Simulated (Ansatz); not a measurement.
Consider the redistribution: `[CH3][Al]([F])[SH]` + `CO[SiH2]S[SiH2]F` → `C[O][Al]([F])[SH]` + `C[SiH2]S[SiH2]F`.

Program: Ansatz. Geometries: PBE0-D4/def2-TZVP. ΔE: electronic, gas phase. CBS: MP2 limit from def2 TZ/QZ plus the TZ coupled-cluster correction, frozen cores. This one scheme is used for every species. DFT in def2-TZVPP. B3LYP here is the variant with VWN-RPA as its local correlation; programs differ in this. Each species was taken in one conformer, which may not be the lowest.

| level | ΔE (kJ/mol) | difference from CCSD(T)/CBS |
| --- | --- | --- |
| PBE-D4 | -34.4 | 0.1 |
| r2SCAN-D4 | -35.5 | -1.0 |
| PBE0-D4 | -35.3 | -0.8 |
| ωB97X-V | -34.3 | 0.2 |
| r2SCAN | -36.2 | -1.7 |
| B3LYP | -37.8 | -3.3 |
| SCS-MP2/def2-TZVPP | -37.2 | -2.7 |
| CCSD(T)/def2-TZVPP | -35.5 | -1.0 |
| SCS-MP2/def2-QZVPP | -36.7 | -2.2 |
| MP2/CBS(def2) | -35.7 | -1.2 |
| CCSD(T)/CBS | -34.5 | 0 |

Largest T1 diagnostic among the species: 0.012.

The D4 term adds +3.7 kJ/mol with B3LYP and +2.1 kJ/mol with PBE0; it sums over pairs of atoms, weighted by their polarisabilities, and B3LYP, whose exchange is more repulsive, gets the larger term.
